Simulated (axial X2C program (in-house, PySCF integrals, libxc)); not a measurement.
**Low determinants of GaN⁻ at the PBE0 level, 2c**

Calculated with an axial X2C code built on PySCF integrals. Two-component (2c) means X2C with spin–orbit coupling and atomic mean-field two-electron Coulomb and Gaunt terms. Basis: Ga dyall-acv3z [10s10p8d5f1g], N dyall-av3z [7s7p3d2f] (cores contracted in-house); Gaussian nuclei, density fitting, unrestricted open shells. Masses: Ga 68.926 u, N 14.003 u.

Search at 1.770 Å (vertical energies from the lowest determinant):

```json
{"ΔE (eV)": "0.00", "state": "Ω = 1/2", "electrons beyond evenly filled partner blocks": "ω = 1/2", "electrons in ±ω = 1/2, 3/2, 5/2, 7/2": "27 10 2 0"}
{"ΔE (eV)": "0.05", "state": "Ω = 3/2", "electrons beyond evenly filled partner blocks": "ω = 3/2", "electrons in ±ω = 1/2, 3/2, 5/2, 7/2": "28 9 2 0"}
{"ΔE (eV)": "1.82", "state": "Ω = 7/2", "electrons beyond evenly filled partner blocks": "ω = 1/2, 2 × ω = 3/2", "electrons in ±ω = 1/2, 3/2, 5/2, 7/2": "27 10 2 0"}
{"ΔE (eV)": "1.85", "state": "Ω = 3/2", "electrons beyond evenly filled partner blocks": "ω = 3/2", "electrons in ±ω = 1/2, 3/2, 5/2, 7/2": "26 11 2 0"}
{"ΔE (eV)": "1.95", "state": "Ω = 1/2", "electrons beyond evenly filled partner blocks": "2 × ω = -1/2, ω = 3/2", "electrons in ±ω = 1/2, 3/2, 5/2, 7/2": "28 9 2 0"}
{"ΔE (eV)": "1.97", "state": "Ω = 5/2", "electrons beyond evenly filled partner blocks": "ω = -1/2, 2 × ω = 3/2", "electrons in ±ω = 1/2, 3/2, 5/2, 7/2": "27 10 2 0"}
{"ΔE (eV)": "2.00", "state": "Ω = 5/2", "electrons beyond evenly filled partner blocks": "2 × ω = 1/2, ω = 3/2", "electrons in ±ω = 1/2, 3/2, 5/2, 7/2": "28 9 2 0"}
```

Lowest determinant, Ω = 1/2 (⟨Sz⟩ = 0.50, ⟨Lz⟩ = 0.00 at PBE0): Re = 1.738 Å, ωe = 773.1 cm⁻¹.

The determinant in row 2 of the search, Ω = 3/2 (⟨Sz⟩ = 0.50, ⟨Lz⟩ = 1.00 at PBE0), was followed along the bond at PBE0; measured from the minimum of the lowest determinant it gives:

Te = 0.034 eV (278 cm⁻¹), Re = 1.819 Å, ωe = 690.8 cm⁻¹.

**Question.** Compare the bond of the determinant in row 2 with that of the lowest one.

**Answer.** At PBE0 its Re is 0.081 Å longer and its force constant, which goes as ωe², is 0.80 times that of the lowest determinant. T0 ≈ Te + Δωe/2 = 278 + (-41) = 237 cm⁻¹.

The search compares states at one distance, so a state with another bond length can lie lower; it is not exhaustive and yields mostly the lowest determinant of each block pattern, so other components and higher states of one pattern are missing. These are energies of single determinants, not of spin-adapted states; PBE0 term energies can be off by some tenths of an eV, and the functional has no current term. The lowest determinant need not be the ground state where others lie within half an eV. For an anion, determinants above electron detachment are held by the basis set. The highest occupied level of some functionals is positive through self-interaction error; at Hartree–Fock it is bound. Row 2 has a positive highest level at its minimum.
